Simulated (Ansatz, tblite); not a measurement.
Cost and result up the ladder for (HBe-mu-Br)2 (Be2H2Br2) (6 atoms). Total charge 0; singlet. Geometry: B3LYP-D4/def2-TZVP.

```xyz
6

Be    0.5534   -1.2529   -0.1718
H     1.0725   -2.4631   -0.3346
Br    0.3339   -0.0785    1.6482
Be   -0.5513    1.2538    0.1714
H    -1.0941    2.4530    0.3383
Br   -0.3144    0.0875   -1.6516
```

Ansatz on 4 threads of Intel Xeon on a shared host; xTB runs through tblite on one thread. Times are rough, summed over both states, and most runs start from the orbitals of an earlier one. PBE0-D4/def2-TZVP serves as the yardstick here, not as an exact answer. The other state is a doublet.

The xTB rows come from tblite.

Raw xTB energies of ions are shifted by several eV.

| level | functions | wall time | vertical IE (eV) | difference from PBE0-D4/def2-TZVP (eV) |
| --- | --- | --- | --- | --- |
| GFN1-xTB | 30 | 0.029 s | 14.52 | 4.10 |
| GFN2-xTB | 28 | 0.035 s | 15.03 | 4.60 |
| PBE-D4/def2-TZVP | 146 | 5.1 s | 9.96 | -0.47 |
| PBE0-D4/def2-TZVP (with forces) | 146 | 10 s | 10.43 | 0.00 |
| r2SCAN-D4/def2-TZVP | 146 | 11 s | 10.15 | -0.28 |
